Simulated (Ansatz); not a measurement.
Computed with Ansatz on PBE0-D4/def2-TZVP structures; ΔE is electronic, products minus reactants. CCSD(T)/CBS adds triple-zeta CCSD(T) − MP2 to the extrapolated MP2 energy (def2 sets, frozen cores). This one scheme is used for every species. Each species was taken in one conformer, which may not be the lowest.

Reaction (cleavage of the B–Si bond): `OB(F)[SiH2]S` + `[NH2][AlH2]` → `OB(F)[NH][AlH2]` + `[SiH3]S`

| species | CCSD/def2-TZVPP energy (Eh) |
| --- | --- |
| `OB(F)[SiH2]S` | -888.95667 |
| `[NH2][AlH2]` | -299.08491 |
| `OB(F)[NH][AlH2]` | -498.89707 |
| `[SiH3]S` | -689.19185 |

Problem. Work out ΔE.

Solution. ΔE = (-498.89707) + (-689.19185) − (-888.95667) − (-299.08491) = -0.04734 Eh = -1.29 eV. CCSD(T)/CBS gives -1.23 eV.

Largest T1 diagnostic among the species: 0.013.

In def2-TZVPP, CCSD(T) changes the Hartree–Fock value by +0.21 eV (the triples alone add +0.03 eV) and MP2 by +0.17 eV. From PBE to PBE0 (25 % exact exchange), in def2-TZVPP and without D4, ΔE moves by −0.10 eV.
